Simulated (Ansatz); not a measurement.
Isomers of CH8BClSi2, relaxed with PBE0-D4/def2-TZVP in Ansatz; electronic energies, one conformer each and not always the lowest. Functionals use def2-TZVPP; CBS adds triple-zeta CCSD(T) − MP2 to the MP2 limit of def2-TZVPP and def2-QZVPP.

(1) Order them by energy at frozen-core CCSD(T)/CBS, lowest first. (Estimate.)
A. `B[SiH2][SiH](C)Cl`
B. `CB[SiH]([SiH3])Cl`
C. `BC([SiH3])[SiH2]Cl`

(2) How do PBE-D4, B2PLYP, PBE0-D4, ωB97M-V place them (kcal/mol, against `BC([SiH3])[SiH2]Cl`)? (Estimate.)

## Answers

(1) C (0.0 kcal/mol), B (10.3 kcal/mol), A (13.4 kcal/mol).

(2) Ansatz gave: 
```tsv
isomer	PBE-D4	B2PLYP	PBE0-D4	ωB97M-V
`CB[SiH]([SiH3])Cl`	4.2	9.2	6.2	11.4
`B[SiH2][SiH](C)Cl`	5.3	13.7	8.2	13.6
```
